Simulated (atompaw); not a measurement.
# u(r) = r·R(r): atom against pseudo-atom (Al)

Columns: radius, all-electron u(r) and pseudo u(r) of the 3p shell (level -2.72 eV) of aluminium in the configuration [Ne] 3s2 3p1; PBE, non-relativistic, PAW (atompaw) scheme, atompaw 4.2.0.5.

```json
{"r (bohr)": "0.090", "all-electron": "0.0627", "pseudo": "-0.0017"}
{"r (bohr)": "0.181", "all-electron": "0.1485", "pseudo": "-0.0067"}
{"r (bohr)": "0.271", "all-electron": "0.2001", "pseudo": "-0.0151"}
{"r (bohr)": "0.362", "all-electron": "0.2143", "pseudo": "-0.0269"}
{"r (bohr)": "0.452", "all-electron": "0.1988", "pseudo": "-0.0417"}
{"r (bohr)": "0.542", "all-electron": "0.1633", "pseudo": "-0.0596"}
{"r (bohr)": "0.633", "all-electron": "0.1150", "pseudo": "-0.0808"}
{"r (bohr)": "0.723", "all-electron": "0.0605", "pseudo": "-0.1044"}
{"r (bohr)": "0.813", "all-electron": "0.0032", "pseudo": "-0.1306"}
{"r (bohr)": "0.904", "all-electron": "-0.0549", "pseudo": "-0.1594"}
{"r (bohr)": "0.994", "all-electron": "-0.1108", "pseudo": "-0.1896"}
{"r (bohr)": "1.085", "all-electron": "-0.1646", "pseudo": "-0.2217"}
{"r (bohr)": "1.175", "all-electron": "-0.2146", "pseudo": "-0.2543"}
{"r (bohr)": "1.265", "all-electron": "-0.2609", "pseudo": "-0.2873"}
{"r (bohr)": "1.356", "all-electron": "-0.3039", "pseudo": "-0.3205"}
{"r (bohr)": "1.446", "all-electron": "-0.3427", "pseudo": "-0.3526"}
{"r (bohr)": "1.537", "all-electron": "-0.3782", "pseudo": "-0.3838"}
{"r (bohr)": "1.627", "all-electron": "-0.4100", "pseudo": "-0.4127"}
{"r (bohr)": "1.717", "all-electron": "-0.4382", "pseudo": "-0.4395"}
{"r (bohr)": "1.808", "all-electron": "-0.4634", "pseudo": "-0.4638"}
{"r (bohr)": "1.898", "all-electron": "-0.4850", "pseudo": "-0.4850"}
{"r (bohr)": "1.988", "all-electron": "-0.5034", "pseudo": "-0.5034"}
{"r (bohr)": "2.079", "all-electron": "-0.5189", "pseudo": "-0.5189"}
{"r (bohr)": "2.169", "all-electron": "-0.5315", "pseudo": "-0.5315"}
{"r (bohr)": "2.260", "all-electron": "-0.5415", "pseudo": "-0.5415"}
{"r (bohr)": "2.350", "all-electron": "-0.5489", "pseudo": "-0.5489"}
```

Problem. How many radial nodes do the two functions have?

Solution. The all-electron 3p function has n − l − 1 = 1; the pseudo-wave has 0, since the states of the same l below it are removed with the core.

Problem. Is the pseudo-wave norm-conserving?

Solution. No, it belongs to a PAW set: the norm inside the radius is not constrained, and the difference is carried by the augmentation charge.
